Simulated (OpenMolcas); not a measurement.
## Ag6+: effect of the basis set

```
Program             : OpenMolcas
Method              : CASSCF
Active space        : 5 electrons in 5 orbitals (4d)
State averaging     : 2S+1 = 6 even, 1 root; 2S+1 = 4 even, 24 roots; 2S+1 = 2 even, 75 roots
Spin-orbit coupling : state interaction with AMFI integrals over the reference wave functions, term energies averaged over their components
```

A. ANO-R1 [6s4p3d1f], X2C, finite nucleus; cost roughly 18 core-seconds
B. ANO-RCC-VDZP [6s5p3d1f], DKH2, point nucleus; cost about 23 core-seconds
C. ANO-R2 [7s5p4d2f1g], X2C, finite nucleus; cost of the order of 40 core-seconds
D. ANO-RCC-VTZP [7s6p4d2f1g], DKH2, point nucleus; cost of the order of 21 core-seconds
E. ANO-R3 [8s6p5d3f2g1h], X2C, finite nucleus; cost about 22 core-seconds
F. ANO-RCC-VQZP [8s7p5d3f2g1h], DKH2, point nucleus; cost about 40 core-seconds

Energies in cm⁻¹ above 4d⁵ ⁶S_5/2, the measured ground level; measured values from the list in Gamrath, thesis, University of Mons (2023).

| Level | A | B | C | D | E | F | Measured |
| --- | --- | --- | --- | --- | --- | --- | --- |
| 4d⁵ ⁶S_5/2 | 0.0 | 0.0 | 0.0 | 0.0 | 0.0 | 0.0 | 0.0 |
| 4d⁵ ⁴G_5/2 | 35065 | 34621 | 34990 | 34938 | 35156 | 35221 | 29390 |
| 4d⁵ ⁴G_7/2 | 35894 | 35484 | 35688 | 35645 | 35842 | 35900 | 30378 |
| 4d⁵ ⁴G_11/2 | 36110 | 35707 | 35874 | 35833 | 36024 | 36081 | 30662 |
| 4d⁵ ⁴G_9/2 | 36345 | 35950 | 36077 | 36038 | 36226 | 36280 | 30907 |
| 4d⁵ ⁴P_5/2 [54 %] | 38785 | 38271 | 38794 | 38728 | 38988 | 39068 |  |
| 4d⁵ ⁴P_3/2 [61 %] | 39900 | 39393 | 39829 | 39768 | 40021 | 40097 | 32994 |
| 4d⁵ ⁴P_1/2 | 41442 | 40952 | 41241 | 41188 | 41422 | 41492 | 34605 |
| 4d⁵ ⁴D_7/2 | 44083 | 43600 | 43799 | 43750 | 43972 | 44037 | 36485 |
| 4d⁵ ⁴D_1/2 | 46099 | 45648 | 45612 | 45576 | 45766 | 45824 | 38685 |
| 4d⁵ ⁴D_5/2 [60 %] | 46765 | 46292 | 46303 | 46264 | 46459 | 46520 | 39299 |
| 4d⁵ ⁴D_3/2 [60 %] | 47116 | 46666 | 46566 | 46533 | 46716 | 46772 | 39788 |
| 4d⁵ ²I_11/2 | 51088 | 50486 | 50828 | 50764 | 51038 | 51126 | 44011 |
| 4d⁵ ²I_13/2 | 52535 | 51965 | 52114 | 52061 | 52315 | 52394 | 45546 |
| 4d⁵ ²D_3/2(1) [55 %] | 57369 | 56698 | 57081 | 57010 | 57306 | 57401 |  |
| 4d⁵ ⁴F_9/2 [62 %] | 58637 | 57952 | 58375 | 58302 | 58602 | 58698 | 49104 |
| 4d⁵ ⁴F_5/2 | 60602 | 59961 | 60115 | 60055 | 60323 | 60408 | 51049 |
| 4d⁵ ²F_7/2(1) [53 %] | 62444 | 61820 | 61783 | 61734 | 61980 | 62061 |  |
| 4d⁵ ²H_9/2 [62 %] | 63063 | 62363 | 62619 | 62551 | 62840 | 62937 | 53797 |
| 4d⁵ ⁴F_3/2 [54 %] | 63469 | 62855 | 62748 | 62703 | 62942 | 63018 |  |
| 4d⁵ ²G_7/2(1) | 66294 | 65605 | 65700 | 65641 | 65916 | 66005 |  |
| 4d⁵ ²H_11/2 | 66690 | 66026 | 65946 | 65896 | 66153 | 66238 | 57962 |
| 4d⁵ ²G_9/2(1) [57 %] | 69143 | 68483 | 68324 | 68278 | 68527 | 68606 |  |
| 4d⁵ ²F_7/2(2) | 71100 | 70379 | 70434 | 70373 | 70651 | 70743 | 59792 |

Deviations, from unrounded energies. A percentage is the sum of absolute deviations over the sum of measured energies, with the sign that they share, or ± where signs differ.

```tsv
Against measurement	Levels	A	B	C	D	E	F
mean absolute deviation (cm-1)	17	7500	7000	7200	7100	7400	7400
other terms of the ground configuration (%)	17	+18.2	+16.9	+17.3	+17.2	+17.8	+17.9
```

B, C, D lie about equally close to measurement and A furthest from it. The largest miss of B in the table is 4d⁵ ²F_7/2(2), by +11000 cm-1. The ranking rests on the paired levels alone, and a cruder setting can come out closer through cancelling errors.

Among A to F the level of the table that moves most is 4d⁵ ²G_9/2(1) [57 %], by 870 cm-1 (lowest in D, highest in A).

Without dynamic correlation excited terms often stand tens of per cent too high (terms of higher spin than the ground term too low), and those without a measured partner can miss by more than the paired ones. The basis is small and was not contracted for so high a charge (holds for A; B). Computed and measured levels are paired by configuration, term and J; levels that our copy of the source lacks, or whose pairing is in doubt (as where it misses far off the trend of its configuration), stay unpaired and out of the deviations. Levels of configurations outside the active space are missing. Levels that lie high or do not pair safely by name in every column are left out.

A share in square brackets marks a mixed level and gives the weight of the term that names it, the lowest over the columns. A number in round brackets counts repeated terms of one configuration in the order of the reference energies.
